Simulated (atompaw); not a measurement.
# u(r) = r·R(r): atom against pseudo-atom (Ni (Z = 28))

Columns: radius, all-electron u(r) and pseudo u(r) of the 3d shell (level -10.83 eV) of nickel in the configuration [Ar] 3d8 4s1 4p1; PBEsol, scalar-relativistic, PAW (atompaw) scheme, atompaw 4.2.0.5.

| r (bohr) | all-electron | pseudo |
| --- | --- | --- |
| 0.115 | 0.1277 | 0.0043 |
| 0.231 | 0.4519 | 0.0278 |
| 0.346 | 0.7365 | 0.0707 |
| 0.462 | 0.9095 | 0.1357 |
| 0.577 | 0.9782 | 0.2392 |
| 0.692 | 0.9771 | 0.3761 |
| 0.808 | 0.9351 | 0.4968 |
| 0.923 | 0.8735 | 0.5865 |
| 1.038 | 0.8039 | 0.6932 |
| 1.154 | 0.7327 | 0.7294 |
| 1.269 | 0.6645 | 0.6645 |
| 1.385 | 0.6000 | 0.6000 |
| 1.500 | 0.5411 | 0.5411 |
| 1.615 | 0.4874 | 0.4874 |
| 1.731 | 0.4383 | 0.4383 |
| 1.846 | 0.3944 | 0.3944 |
| 1.962 | 0.3547 | 0.3547 |
| 2.077 | 0.3192 | 0.3192 |
| 2.192 | 0.2874 | 0.2874 |
| 2.308 | 0.2585 | 0.2585 |
| 2.423 | 0.2328 | 0.2328 |
| 2.538 | 0.2098 | 0.2098 |
| 2.654 | 0.1888 | 0.1888 |
| 2.769 | 0.1702 | 0.1702 |
| 2.885 | 0.1533 | 0.1533 |
| 3.000 | 0.1382 | 0.1382 |

Task: How many radial nodes do the two functions have?

Result: The all-electron 3d function has n − l − 1 = 0; the pseudo-wave has 0.

Task: At about which radius was the pseudo-wave matched?

Result: 1.20 bohr, where the columns begin to agree (steps of 0.12 bohr).

Task: Is the pseudo-wave norm-conserving?

Result: No, it belongs to a PAW set: the norm inside the radius is not constrained, and the difference is carried by the augmentation charge.
